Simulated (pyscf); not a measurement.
# Hydrogen shift: `[CH2]=[CH][CH2-]` → `[CH-]=[CH][CH3]`

Gas phase, singlet surface, charge -1. Bonds broken: C1–H4. Bonds formed: C3–H4. Optimised with ωB97X-D3(BJ)/def2-SVPD in PySCF. Correlated levels are frozen-core, on RHF or UHF. ΔMP2 is the change of the MP2 total energy from the triple- to the quadruple-zeta basis.

Transition state (Å):

```xyz
8

C      0.1766    -0.5017    -0.4217
C      0.6783    -0.1705     0.7876
C     -0.3908    -0.4284     1.8287
H     -0.9152    -0.7915     0.4279
H      0.7891    -0.3945    -1.3479
H      1.6965     0.2225     0.9863
H     -0.7162     0.4842     2.3774
H     -0.1086    -1.1949     2.5855
```

One imaginary mode, 1801i cm⁻¹; descent along it reached the two sides named, in the forms told below.

```tsv
bond	change	reactant side (Å)	saddle	product side
C1–H4	breaks	1.096	1.413	2.6
C3–H4	forms	2.8	1.539	1.102
```

Electronic energies relative to the reactant's lowest minimum found (kcal/mol):

```
level                               barrier  reaction energy  reverse barrier
----------------------------------  -------  ---------------  ---------------
ωB97X-D3(BJ)/def2-TZVPD                60.7            +16.2             44.5
PBE/def2-TZVPD                         54.9            +18.6             36.3
r²SCAN/def2-TZVPD                      58.3            +18.8             39.5
B3LYP-D3(BJ)/def2-TZVPD                60.4            +18.2             42.2
PBE0-D3(BJ)/def2-TZVPD                 58.5            +18.6             39.9
M06-2X/def2-TZVPD                      60.5            +17.8             42.7
ωB97M-D3(BJ)/def2-TZVPD                59.7            +16.1             43.6
HF/def2-TZVPD                          70.9            +14.1             56.8
MP2/def2-QZVPPD                        57.3            +17.6             39.7
CCSD/def2-TZVPPD                       59.8            +14.3             45.4
CCSD(T)/def2-TZVPPD                    57.3            +14.5             42.7
CCSD(T)/def2-TZVPPD + ΔMP2(QZVPPD)     57.5            +15.0             42.5
```

With CCSD(T)/def2-TZVPPD + ΔMP2(QZVPPD) energies and thermal terms (ideal gas, 1 atm, RRHO with modes under 100 cm⁻¹ raised to 100, one conformer, R ln 2 for chiral ones without a mode under 150 cm⁻¹), in kcal/mol:

| T (K) | ΔH‡ | ΔG‡ | ΔH | ΔG |
|---|---|---|---|---|
| 298 | 53.9 | 54.0 | +15.5 | +15.3 |
| 600 | 53.3 | 54.3 | +15.0 | +15.2 |
| 900 | 53.0 | 54.8 | +14.8 | +15.4 |
| 1200 | 52.7 | 55.5 | +14.7 | +15.6 |

On the reactant side the descent ends in another minimum, of other shape or electronic state, 21.2 kcal/mol over the lowest minimum found and 39.5 kcal/mol under the saddle at ωB97X-D3(BJ). This is the saddle that the search found; another between the same sides may lie lower. The CCSD(T) − MP2 part came from Ansatz, without density fitting, on the same reference.
